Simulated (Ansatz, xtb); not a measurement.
C3H8BFN2: which of two isomers lies lower

Structure a: `C=CN(C)B(N)F`, a singlet. Structure b: `C[C@@H]1CNB(F)N1`, a singlet. Both are isolated molecules in the gas phase, relaxed with B3LYP/def2-SVP; the shapes shown needn't be the lowest conformers.

a (Å):

```xyz
15

C    -0.0826   -0.2005    0.7153
C    -0.3346   -0.3959   -0.5915
C     0.9758    1.4983   -1.3584
B    -0.2123    0.0437   -3.0301
F     0.2850    0.8497   -3.9931
N     0.1247    0.3585   -1.6654
N    -1.0178   -1.0346   -3.4462
H     0.5413    0.6113    1.0919
H    -0.5168   -0.8796    1.4502
H    -0.9729   -1.2370   -0.8765
H     0.4514    2.2211   -0.7085
H     1.8920    1.1787   -0.8307
H     1.2638    2.0050   -2.2861
H    -1.2041   -1.1778   -4.4304
H    -1.4515   -1.7173   -2.8423
```

b (Å):

```xyz
15

C    -1.5819   -0.4456   -2.0613
C    -0.4045    0.0120   -1.1932
C     0.6771   -1.0975   -1.0156
B    -0.4390   -0.7915    1.0208
F    -0.7977   -0.9447    2.3034
N     0.3643   -1.6956    0.2766
N    -0.8043    0.2988    0.1865
H    -2.0182   -1.3753   -1.6613
H    -1.2620   -0.6290   -3.1005
H    -2.3743    0.3209   -2.0853
H     0.0535    0.9003   -1.6647
H     1.6898   -0.6484   -1.0280
H     0.6338   -1.8250   -1.8453
H     0.9562   -2.4277    0.6443
H    -1.5489    0.9634    0.3513
```

Energies in hartree; the thermal terms are from GFN2-xTB frequencies at re-optimised GFN2-xTB minima (ideal gas, soft modes damped towards free rotors, one conformer each, 298.15 K, 1 atm) and include the zero-point energy:

|  | a | b |
| --- | --- | --- |
| E, CCSD(T)/def2-SVP | −352.246127 | −352.264613 |
| E, MP2/def2-SVP | −352.156999 | −352.177608 |
| E, MP2/def2-TZVPP | −352.818145 | −352.834599 |
| zero-point energy | 0.118428 | 0.121328 |
| H(298 K) − E | 0.127859 | 0.129650 |
| G(298 K) − E | 0.085959 | 0.089998 |

Correct the CCSD(T) difference for the basis set by the MP2 change, then work out ΔE, ΔE₀, ΔH and ΔG for a → b in kcal/mol (1 Eh = 627.51 kcal/mol) and the equilibrium ratio [b]/[a].

1. Differences b − a: CCSD(T) −0.018486, MP2 in the small set −0.020609, MP2 in the large set −0.016454 Eh.
2. ΔE = −0.018486 + (−0.016454 − (−0.020609)) = −0.014331 Eh = −8.99 kcal/mol.
3. ΔE₀ = ΔE + ΔZPE = −0.014331 + (+0.002900) Eh = −7.17 kcal/mol.
4. ΔH = ΔE + (+0.001791) Eh = −7.87 kcal/mol.
5. ΔG = ΔE + (+0.004039) Eh = −6.46 kcal/mol, so ΔS = (ΔH − ΔG)/T = −19.8 J/(mol K).
6. kT = 0.9442 mEh, so K = [b]/[a] = exp(−ΔG/kT) = exp(+10.90) ≈ 5.4 × 10^4.

Structure b is favoured at this temperature. An error of 1 kcal/mol in ΔG would change K by a factor of 5.4. Mirror images and further conformers aren't counted.

As drawn, b has 2 C–C in place of 1 C=C. Structure a has no ring, b a 5-membered ring.

Other levels gave ΔE = −18.5 (GFN2-xTB); −43.3 (HF/STO-3G, GFN2-xTB geometries); −9.5 (r2SCAN-D4/def2-SVP, GFN2-xTB geometries); −7.9 (B3LYP/def2-SVP); −9.8 (HF/def2-SVP); −12.9 (MP2/def2-SVP); −11.6 (CCSD(T)/def2-SVP) kcal/mol. The correlated steps freeze 7 core orbitals. Programs: Ansatz 0.2.0, xtb 6.7.1.
